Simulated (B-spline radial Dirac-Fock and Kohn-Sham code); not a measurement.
## Ru 4p3/2: cross section and angular parameters

System: the free ruthenium atom, [Kr] 4d7 5s1; threshold 49.89 eV (orbital energy of the model). Calculated with a B-spline atomic structure program, using Dirac-Hartree-Slater photoionisation with a Latter tail; cross sections with all multipoles, angular parameters from the dipole term and its interference with E2.

Input of the calculation (task.json; shells as n, l, electrons):

```json
{"items": [{
  "Z": 44,
  "q": 0,
  "cfg": [[1, 0, 2], [2, 0, 2], [2, 1, 6], [3, 0, 2], [3, 1, 6], [3, 2, 10], [4, 0, 2], [4, 1, 6], [4, 2, 7], [5, 0, 1]],
  "A": 102,
  "rrms": 4.4809,
  "do": "xps",
  "hv": [80, 95.6, 100, 132.0, 138.0, 150, 155.0, 176.0, 181.0, 236.0, 265.0, 400, 424.0, 679.0, 800, 836.0, 922.0, 1290.0, 1660.0, 2650.0, 2984.4, 3090.0, 5830.0, 6000, 6120.0, 6480.0, 11600.0, 12000],
  "edges": {"K": 22117.0, "L1": 3224.0, "L2": 2967.0, "L3": 2838.0, "M1": 586.1, "M2": 483.3, "M3": 461.5, "M4": 284.2, "M5": 280.0, "N1": 75.0}
}]}
```

Launch: `python xray2_run.py task.json out`

```csv
hν (eV),σ (kb),β,γ,δ
80,551,0.688,0.283,-0.041
95.6,362,-0.082,0.400,-0.064
100,340,-0.173,0.326,-0.055
132,282,0.020,-0.064,0.015
138,?,?,?,?
150,270,0.291,-0.061,0.029
155,267,0.360,-0.049,0.031
176,254,0.611,0.017,0.032
181,251,0.661,0.032,0.032
236,212,1.042,0.155,0.022
265,193,1.167,0.183,0.017
400,124,1.467,0.160,0.004
424,115,1.496,0.146,0.003
679,58.3,1.647,0.019,0.000
800,44.6,1.673,-0.011,0.000
836,41.4,1.679,-0.016,0.000
922,35.0,1.688,-0.025,0.000
1290,18.9,1.697,-0.003,0.002
1660,11.5,1.683,0.068,0.004
2650,4.17,1.619,0.318,0.010
2984.4,3.16,1.596,0.403,0.013
3090,2.91,1.588,0.429,0.014
5830,0.583,1.413,0.988,0.043
6000,0.540,1.403,1.015,0.045
6120,0.512,1.396,1.034,0.046
6480,0.438,1.377,1.090,0.051
11600,0.0822,1.144,1.647,0.119
12000,0.0742,1.129,1.678,0.125
```

Question: Give the values at 138 eV.

Answer: σ = 278 kb, β = 0.112, γ = -0.073, δ = 0.022.
